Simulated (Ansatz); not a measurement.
H2O (SMILES O) at its CCSD(T)/cc-pVQZ minimum, average atomic masses, point group C2v.
(charge 0, multiplicity 1):
```xyz
3

O      0.000     0.066     0.000
H     -0.753    -0.527     0.000
H      0.758    -0.519     0.000
```

Cores are frozen in the correlated methods.

Run with Ansatz (Gaussian orbitals). 

Harmonic frequencies (cm⁻¹): 1659 3844 3951.

**Question.** Work out the rotational constants, the zero-point energy, and the ideal-gas entropy and heat capacity at 298.15 K and 1 bar (rigid rotor, harmonic oscillator).

**Answer.** 
Principal moments 0.621, 1.150, 1.772 u Å² give 16.8576/I = 27.14, 14.65, 9.516 cm⁻¹. Zero point: Σω/2 = 4727 cm⁻¹ = 13.52 kcal/mol. Translation R(1.5 ln M + 2.5 ln T − 1.1517) with M = 18.015 u: 144.91 J/(mol K). Rotation with σ = 2: q = 43.0, S = R(ln q + 3/2) = 43.74. Vibration, summed over R(u/(eᵘ − 1) − ln(1 − e⁻ᵘ)) with u = 1.43878ω/T: 0.02, of which the lowest mode gives 0.02. S° = 188.7 J/(mol K); C_p = 4R + 0.18 = 33.44 J/(mol K).

Ansatz is an electronic-structure program.
